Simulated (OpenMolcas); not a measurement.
Ar II: the spin-orbit constant, worked from levels

```
Program             : OpenMolcas 26.06
Basis               : ANO-RCC-VQZP [6s5p3d2f1g]
Scalar Hamiltonian  : DKH2, point nucleus
Active space        : 7 electrons in 8 orbitals (3s 3p 4s 4p)
State averaging     : 2S+1 = 2 odd, 3 roots; 2S+1 = 2 even, 1 root
Spin-orbit coupling : RASSI with atomic mean-field integrals over the reference wave functions, term energies averaged over their components
```

Methods: CASSCF; SS-CASPT2, IPEA 0.25 Eh, imaginary shift 0.1 Eh (closed shells correlated: 2s 2p). Measured levels: NIST Handbook of Basic Atomic Spectroscopic Data.

**The spin-orbit constant.** For the Hund term 2P* of p5, E(J) = (A/2) J(J+1) + constant and ζ = -2S·A = -A. From J = 1/2 to J = 3/2 the energy changes by 1.5 A.

```
   Source  E(3/2) - E(1/2)       A    ζ
   CASSCF          -1362.7  -908.5  908
SS-CASPT2          -1362.7  -908.5  908
 measured          -1431.6  -954.4  954
```

All in cm-1. SS-CASPT2 is off by -4.8 % and CASSCF by -4.8 %. Both methods take the spin-orbit matrix elements from the reference wave functions, so the second can move ζ only through the term energies and any multistate remixing.

Over all roots computed the reference weight is 0.86 to 0.95 in SS-CASPT2; the roots of lowest weight are the least certain, and an intruder state may touch them. Active for correlation alone: 4p 4s; no level in the range computed is led by a configuration that fills them, so any true level of that kind is missing. Without dynamic correlation excited terms often stand tens of per cent too high (terms of higher spin than the ground term too low), and those without a measured partner can miss by more than the paired ones (holds for CASSCF). Computed and measured levels are paired by configuration, term and J; levels that our copy of the source lacks, or whose pairing is in doubt (as where it misses far off the trend of its configuration), stay unpaired and out of the deviations. Only configurations of the active space appear.

* marks odd parity.
